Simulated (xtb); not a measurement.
C₃H₁₃NSi₂, SMILES CCC(N)([SiH3])[SiH3]. All values are semi-empirical tight-binding results from xtb (GFN2-xTB unless named), good for trends rather than for accurate numbers. The structure is a stationary point at GFN2-xTB. The structure was generated by enumeration, and PubChem lists no compound with its InChIKey, so it may never have been made. One conformer was computed; it need not be the lowest.

Optimised geometry:

```xyz
19

C     -2.4237     0.6280    -0.0184
C     -1.2732    -0.0430    -0.7633
C      0.0160    -0.2270     0.0481
N     -0.2260    -1.2683     1.0687
Si     0.6222     1.4026     0.8618
Si     1.3396    -1.0134    -1.0983
H     -2.6952     0.0682     0.8739
H     -3.3013     0.6766    -0.6603
H     -2.1586     1.6416     0.2746
H     -1.6071    -1.0287    -1.0984
H     -1.0432     0.5508    -1.6514
H     -0.9838    -0.9977     1.6879
H      0.5998    -1.3942     1.6434
H      0.6301     2.5023    -0.1001
H      1.9706     1.1685     1.3873
H     -0.2348     1.7320     2.0079
H      2.5562    -1.2592    -0.3200
H      1.6443    -0.0982    -2.2014
H      0.8256    -2.2803    -1.6122
```

The orbital gap comes out as 4.11 eV. The dipole moment comes out as 0.96 D and the zero-point energy is 92.0 kcal/mol. The G − E(el) at 298.15 K (modified RRHO) is 70.3 kcal/mol, the static polarisability (D4 model) comes out as 105.6 bohr³ and the solvation energy, GFN2-xTB/ALPB(water) is -1.1 kcal/mol. The solvation energy, GFN2-xTB/ALPB(methanol) comes out as -4.6 kcal/mol.

Give the atomic charges and the Wiberg bond orders between heavy atoms. (The exact figures need the calculation; the answer reports its results.)

charges (e) C1 -0.10, C2 -0.06, C3 -0.13, N4 -0.36, Si5 0.45, Si6 0.45, H7 0.03, H8 0.03, H9 0.03, H10 0.03, H11 0.01, H12 0.13, H13 0.12, H14 -0.11, H15 -0.12, H16 -0.11, H17 -0.11, H18 -0.11, H19 -0.09. Bond orders C1–C2 1.02, C2–C3 1.02, C3–N4 1.02, C3–Si5 0.88, C3–Si6 0.86.
